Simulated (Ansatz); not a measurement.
Input for Ansatz (a first-principles code): R-B3LYP-D3(BJ)/def2-TZVP on C6H14 (SMILES CCCCCC).

Ansatz 0.2 input:
```yaml
crystal:
  periodic: [false, false, false]
  atoms:
    - {symbol: C, position_ang: [-3.18115596, 0.12757284, 0.23954497]}
    - {symbol: C, position_ang: [-1.86849958, -0.10441759, -0.49861209]}
    - {symbol: C, position_ang: [-0.65953117, 0.12389471, 0.40547434]}
    - {symbol: C, position_ang: [0.65982182, -0.11409668, -0.32473543]}
    - {symbol: C, position_ang: [1.86812872, 0.11134278, 0.58093794]}
    - {symbol: C, position_ang: [3.18126643, -0.13957511, -0.15026993]}
    - {symbol: H, position_ang: [-3.26825355, -0.55163238, 1.08502900]}
    - {symbol: H, position_ang: [-3.23274624, 1.14783133, 0.61469823]}
    - {symbol: H, position_ang: [-4.02825875, -0.03815683, -0.42217031]}
    - {symbol: H, position_ang: [-1.80991008, 0.57013592, -1.35599728]}
    - {symbol: H, position_ang: [-1.84378396, -1.12738031, -0.88140922]}
    - {symbol: H, position_ang: [-0.68239529, 1.14828970, 0.78533020]}
    - {symbol: H, position_ang: [-0.72180607, -0.54744692, 1.26550030]}
    - {symbol: H, position_ang: [0.68171582, -1.13817080, -0.70553302]}
    - {symbol: H, position_ang: [0.72341913, 0.55797531, -1.18407417]}
    - {symbol: H, position_ang: [1.85155749, 1.13774594, 0.95500930]}
    - {symbol: H, position_ang: [1.80061571, -0.55537510, 1.44381613]}
    - {symbol: H, position_ang: [3.22584651, -1.16426787, -0.51290754]}
    - {symbol: H, position_ang: [3.27655740, 0.52858231, -1.00348333]}
    - {symbol: H, position_ang: [4.02741159, 0.02714875, 0.51222592]}
basis:
  gaussian:
    orbitals: def2-TZVP
hamiltonian:
  xc: b3lyp
  dispersion: d3bj
relax: {f_tol: 0.003, max_steps: 120}
scf: {lower_state_search: off}
```

**Question.** What total energy does the run end on?

**Answer.** -237.2007 hartree.

**Question.** How many basis functions does it have, and what does it roughly cost on one machine?

**Answer.** 270 functions; roughly 70 core-seconds.
